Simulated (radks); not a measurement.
Task: Isoelectronic series with 1 electrons, all held in the configuration 1s1, which need not be the ground one along the series. Method: Dirac Kohn-Sham, BLYP, spin-unpolarised, spherical densities, finite nucleus; Fermi nuclear charge, rms radius of each element as measured or else 0.836 A^(1/3) + 0.57 fm; computed with a radial shooting solver on a logarithmic mesh with Libxc functionals. Total energies (hartree) and mean radii <r> (bohr):

ion    E (hartree)    1s1/2
H         -0.46262    1.636
Li2+      -4.35475   0.5151
B4+      -12.24858   0.3052
N6+      -24.15115   0.2168
F8+      -40.07002   0.1680
Al12+    -83.99992   0.1158
P14+    -112.03932   0.1002
Cl16+   -144.15182  0.08823
K18+    -180.35854  0.07879
Sc20+   -220.68342  0.07116
Mn24+   -313.79843  0.05953
Co26+   -366.65159  0.05500
Cu28+   -423.74919  0.05109
Ga30+   -485.13090  0.04768
As32+   -550.84002  0.04468
Br34+   -620.92357  0.04201
Rb36+   -695.43239  0.03963
Nb40+   -857.94885  0.03554
Tc42+   -946.07892  0.03378

Estimate the row of V22+.

Result: E (hartree) -265.15342; 1s1/2 0.06484.
